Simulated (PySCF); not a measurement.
**PySCF run on Sr**

Input:

```python
from pyscf import gto, scf, tdscf

mol = gto.M(
    atom='Sr 0 0 0',
    basis='x2c-tzvpall',
    charge=0,
    spin=0,
    verbose=4,
)
mf = scf.RHF(mol)
mf = mf.sfx2c1e()
mf.kernel()
td = tdscf.TDHF(mf)
td.nstates = 6
td.kernel()
td.analyze()
mf.dip_moment()
print('orbital energies (hartree):', mf.mo_energy[..., max(0, mol.nelec[1]-3):mol.nelec[0]+3].round(4))
```

```bash
$ OMP_NUM_THREADS=1 python input.py
```

Output (some set-up lines and the per-cycle HOMO/LUMO lines with their warnings removed):

```
PySCF version 2.14.0

[INPUT] Symbol           X                Y                Z      unit          X                Y                Z       unit  Magmom
[INPUT]  1 Sr     0.000000000000   0.000000000000   0.000000000000 AA    0.000000000000   0.000000000000   0.000000000000 Bohr   0.0

nuclear repulsion = 0
number of shells = 4
number of NR pGTOs = 142
number of NR cGTOs = 63
basis = x2c-tzvpall
ecp = {}

******** <class 'pyscf.x2c.sfx2c1e.sfX2C1eRHF'> ********
method = sfX2C1eRHF
initial guess = minao
damping factor = 0
level_shift factor = 0
DIIS = <class 'pyscf.scf.diis.CDIIS'>
SCF conv_tol = 1e-09
SCF max_cycles = 50

******** <class 'pyscf.x2c.sfx2c1e.SpinFreeX2CHelper'> ********
approx = 1e
xuncontract = 1
Initial guess from minao.
init E= -3177.3395296179
cycle= 1 E= -3177.34831921983  delta_E= -0.00879  |g|= 0.00854  |ddm|= 0.298
cycle= 2 E= -3177.34835214904  delta_E= -3.29e-05  |g|= 0.002  |ddm|= 0.0686
cycle= 3 E= -3177.34835515231  delta_E= -3e-06  |g|= 0.000636  |ddm|= 0.0189
cycle= 4 E= -3177.34835565521  delta_E= -5.03e-07  |g|= 0.000171  |ddm|= 0.00866
cycle= 5 E= -3177.34835569942  delta_E= -4.42e-08  |g|= 2.66e-05  |ddm|= 0.00305
cycle= 6 E= -3177.34835569953  delta_E= -1.14e-10  |g|= 1.14e-06  |ddm|= 9.88e-05
Extra cycle  E= -3177.34835569953  delta_E= 2.27e-12  |g|= 4.64e-07  |ddm|= 1.28e-06
converged SCF energy = -3177.34835569953

******** <class 'pyscf.tdscf.rhf.TDHF'> for <class 'pyscf.x2c.sfx2c1e.sfX2C1eRHF'> ********
nstates = 6 singlet
deg_eia_thresh = 1.000e-03
wfnsym = None
conv_tol = 1e-05
eigh lindep = 1e-12
eigh level_shift = 0
eigh max_cycle = 100

Excitation energies (eV)
[2.61623279 2.61623284 2.61623298 2.79571232 2.79571234 2.79571238]

** Singlet excitation energies and oscillator strengths **
Excited State   1:      2.61623 eV    473.90 nm  f=0.6897
      19 -> 20       -0.71190
Excited State   2:      2.61623 eV    473.90 nm  f=0.6897
      19 -> 21       -0.24103
      19 -> 22       -0.66985
Excited State   3:      2.61623 eV    473.90 nm  f=0.6897
      19 -> 21        0.66999
      19 -> 22       -0.24108
Excited State   4:      2.79571 eV    443.48 nm  f=0.0000
      19 -> 25       -0.23648
      19 -> 26       -0.54146
      19 -> 27       -0.25519
      19 -> 31       -0.20612
      19 -> 32       -0.18881
Excited State   5:      2.79571 eV    443.48 nm  f=0.0000
      19 -> 23        0.19676
      19 -> 24       -0.28954
      19 -> 25        0.34477
      19 -> 27       -0.41795
      19 -> 30       -0.20996
      19 -> 33        0.15755
Excited State   6:      2.79571 eV    443.48 nm  f=0.0000
      19 -> 24        0.52952
      19 -> 26        0.15701
      19 -> 27       -0.33294
      19 -> 29        0.23524
      19 -> 30       -0.12778
      19 -> 32        0.11258

** Transition electric dipole moments (AU) **
state          X           Y           Z        Dip. S.      Osc.
  1        -0.0278      1.7583     -2.7691     10.7602      0.6897
  2        -2.9603     -1.2063     -0.7362     10.7602      0.6897
  3        -1.4129      2.4927      1.5970     10.7602      0.6897
  4         0.0000     -0.0000     -0.0000      0.0000      0.0000
  5         0.0000     -0.0000     -0.0000      0.0000      0.0000
  6        -0.0000     -0.0000      0.0000      0.0000      0.0000

** Transition velocity dipole moments (imaginary part, AU) **
state          X           Y           Z        Dip. S.      Osc.
  1        -0.0027      0.1695     -0.2669      0.0999      0.6930
  2        -0.2853     -0.1163     -0.0710      0.0999      0.6930
  3        -0.1362      0.2402      0.1539      0.0999      0.6930
  4         0.0000     -0.0000     -0.0000      0.0000      0.0000
  5         0.0000     -0.0000     -0.0000      0.0000      0.0000
  6        -0.0000     -0.0000     -0.0000      0.0000      0.0000

** Transition magnetic dipole moments (imaginary part, AU) **
state          X           Y           Z
  1         0.0000      0.0000      0.0000
  2        -0.0000      0.0000     -0.0000
  3         0.0000      0.0000      0.0000
  4        -0.0000      0.0000     -0.0000
  5        -0.0000     -0.0000     -0.0000
  6         0.0000      0.0000      0.0000
Dipole moment(X, Y, Z, Debye):  0.00000, -0.00000, -0.00000
orbital energies (hartree): [-1.0952 -1.0952 -0.1812  0.0228  0.0228  0.0228]
```

In short: E(SCF) = -3177.348356 Eh, 6 cycles, first singlet excitations without spin–orbit coupling 2.62, 2.62, 2.62, 2.80, 2.80 eV.

Run time: 6.2 s on 1 thread of Arm Neoverse V1 (shared host).
